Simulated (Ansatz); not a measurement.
`C[O][Ga]([OH])[F]` + H–F → `[OH][Ga]([F])[F]` + CH₃OH at 500 K and 1 bar (ligand exchange at a Ga–O bond).

Gas-phase electronic energies from Ansatz, PBE0-D4/def2-TZVP geometries. CCSD(T)/CBS is the MP2 limit (def2-TZVPP, def2-QZVPP) plus CCSD(T) − MP2 in def2-TZVPP, frozen cores. This one scheme is used for every species. For Ga outer-core shells are correlated without core-valence functions, which leaves a few kJ/mol of doubt a bond. Scalar relativity is left out up to krypton. Each species was taken in one conformer, which may not be the lowest.

```json
{"species": "`C[O][Ga]([OH])[F]`", "CCSD(T)/CBS energy (Eh)": "-2214.62785", "H − E (kJ/mol)": "197.3", "S (J/(mol·K))": "426.3"}
{"species": "H–F", "CCSD(T)/CBS energy (Eh)": "-100.39570", "H − E (kJ/mol)": "39.4", "S (J/(mol·K))": "188.7"}
{"species": "`[OH][Ga]([F])[F]`", "CCSD(T)/CBS energy (Eh)": "-2199.41346", "H − E (kJ/mol)": "80.0", "S (J/(mol·K))": "355.7"}
{"species": "CH₃OH", "CCSD(T)/CBS energy (Eh)": "-115.61712", "H − E (kJ/mol)": "157.0", "S (J/(mol·K))": "265.4"}
```

H − E and S are ideal-gas, rigid-rotor, harmonic terms from PBE0-D4/def2-TZVP, for one conformer and one mirror image of each species. 1 Eh = 2625.50 kJ/mol, R = 8.31446 J/(mol·K).

**Question.** By hand: ΔE, ΔH, ΔS and ΔG.

**Answer.** ΔE = (-2199.41346) + (-115.61712) − (-2214.62785) − (-100.39570) = -0.00703 Eh = -18.5 kJ/mol. Δ(H − E) = 80.0 + 157.0 − 197.3 − 39.4 = 0.3, so ΔH = -18.2 kJ/mol. ΔS = 355.7 + 265.4 − 426.3 − 188.7 = 6.1 J/(mol·K). ΔG = -18.2 − 500 × (6.1)/1000 = -21.2 kJ/mol.

**Question.** By hand: the equilibrium constant, and the temperature at which ΔG would vanish if ΔH and ΔS stayed fixed.

**Answer.** log₁₀ K = −ΔG/(RT ln 10) = 2.2. ΔH and −TΔS have one sign here, so there is no such temperature.

The number of gas molecules stays the same, so ΔS is small and ΔH decides. A doubt of 5 kJ/mol in ΔE shifts log₁₀ K by 0.5 here. Other conformers and mirror images would add mixing entropy, several J/(mol·K) or more a flexible species. Modes under 60 cm⁻¹, often nearly free rotors, make the harmonic entropy too high. These are equilibria of isolated gas molecules and say nothing of rates. Largest T1 diagnostic: 0.015 (customary marks: 0.02 for closed shells, 0.045 for open ones).

ΔS is within the doubt of such terms, so its sign, and with it that verdict, could turn.
